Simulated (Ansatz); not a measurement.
Isolated molecules relaxed with PBE0-D4/def2-TZVP in Ansatz; ΔE leaves out vibrations. CCSD(T)/CBS adds triple-zeta CCSD(T) − MP2 to the extrapolated MP2 energy (def2 sets, frozen cores). Functionals use def2-TZVPP. B3LYP here is the variant with VWN-RPA as its local correlation; programs differ in this. One conformer a species, not always the lowest.

`CC(=N)C=O` + `[OH][AlH][SiH3]` → `O=[CH][Al]([OH])[SiH3]` + `CC=N`  (formal exchange of groups at a C–C bond)

```csv
level,ΔE (kJ/mol)
B97M-V,31.8
ωB97M-V,17.5
B3LYP,14.1
BHLYP,17.7
MP2/def2-SVP,38.7
HF/def2-TZVPP,18.3
HF/CBS(def2),17.6
MP2/CBS(def2),20.0
```

Q: What does CCSD(T)/CBS give? (Estimate.)

A: The calculation gave: +16.7 kJ/mol. The listed levels differ from it by 15.1, 0.8, -2.6, 1.0, 22.0, 1.6, 0.9, 3.3 kJ/mol.

Largest T1 diagnostic among the species: 0.016.

From BLYP to BHLYP (50 % exact exchange), in def2-TZVPP and without D4, ΔE moves by +7.6 kJ/mol. Leaving LDA and LC-ωPBE aside and taking each functional with its dispersion term where it has one, the values, not all of them listed here, spread over 18.3 kJ/mol, from BLYP-D4 to B97M-V. LDA lies +14.7 kJ/mol from PBE without D4. At CCSD(T), def2-SVP lies +18.2 kJ/mol from the extrapolated value and def2-TZVPP +2.3 kJ/mol.
